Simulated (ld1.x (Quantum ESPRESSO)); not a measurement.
# hafnium (Hf), TM: configuration errors across variants

hafnium, norm-conserving Troullier–Martins (Kleinman–Bylander form), made with ld1.x (Quantum ESPRESSO) 7.5 (LDA (PZ), scalar-relativistic). Core [Xe] 4f14, reference 5d2 6s1.5 6p0.5. Waves: 6s (bound): rc 2.75 bohr; 6p (bound): rc 3.40 bohr; 5d (bound): rc 3.05 bohr. Local part: the d channel. Core correction: a·sin(br)/r model core, default radius (core density twice the valence density).

All-electron excitation energies from the reference (eV): (1) 5d2 6s2 6p0 -1.926; (2) 5d2 6s1 6p0 6.272; (3) 5d2 6s0 6p0 20.775; (4) 5d2 6s1 6p1 1.987; (5) 5d3 6s1 6p0 0.660; (6) 5d1 6s2 6p1 0.160; (7) 5d2 6s0 6p2 6.149; (8) 5d2 6s1.5 6p0.5 spin -0.825; (9) 5d2 6s2 6p0 spin -2.367.

Spin tests fill each open shell by Hund’s rule, majority spin first.

The default core radius of the base comes out at 1.99 bohr.

4 further variants failed, have other tests or another functional or relativity, and are left out.

A true bound ghost makes a file unfit for plane-wave use even where its test errors are small: the radial tests pick states by their node count and pass the ghost by.

Errors AE − PS in meV (a dash: test not solved or not reliable):

| change | (1) | (2) | (3) | (4) | (5) | (6) | (7) | (8) | (9) | bound ghosts |
| --- | --- | --- | --- | --- | --- | --- | --- | --- | --- | --- |
| base | -0.5 | -5.0 | -32 | -1.3 | -35 | -24 | +0.7 | +102 | +79 | s |
| core correction none | +1.4 | +4.7 | +70 | +1.0 | +6.6 | +62 | +24 | +796 | +622 | s |
| wave 5d (bound): rc 3.05 bohr becomes 5d (bound): rc 3.34 bohr | -0.7 | -5.6 | -38 | -1.7 | -30 | -30 | -7.4 | +107 | +82 | s |
| wave 6p (bound): rc 3.40 bohr becomes 6p (bound): rc 4.86 bohr | +0.5 | -7.0 | -39 | +0.2 | -31 | +1.0 | +19 | +102 | +81 | s |
| wave 6s (bound): rc 2.75 bohr becomes 6s (bound): rc 1.80 bohr | -3.7 | -5.7 | -32 | -3.4 | -31 | -28 | -9.6 | +94 | +74 | s |
| wave 6s (bound): rc 2.75 bohr becomes 6s (bound): rc 3.54 bohr | -1.5 | -5.0 | -45 | -2.4 | -26 | -13 | -9.3 | +101 | +79 | s |
| wave 6s (bound): rc 2.75 bohr becomes 6s (bound): rc 2.90 bohr | -0.5 | -5.0 | -32 | -1.3 | -35 | -23 | +0.5 | +102 | +79 | s |

Task: Give the same row for: type PAW; waves now 6s (bound): rcut 2.40, rcutus 2.75 bohr; 6s channel at 1.45 Ry: rcut 2.40, rcutus 2.75 bohr; 6p (bound): rcut 2.95, rcutus 3.40 bohr; 6p channel at 0.5 Ry: rcut 2.95, rcutus 3.40 bohr; 5d (bound): rcut 2.65, rcutus 3.05 bohr; 5d channel at 0.5 Ry: rcut 2.65, rcutus 3.05 bohr; local potential all-electron potential smoothed inside 2.40 bohr (lloc = -1); augmentation BESSEL, radius 2.55 bohr.

Result: +0.2, -2.8, -23, -1.1, -25, -38, -5.3, –, –; bound ghosts: none.
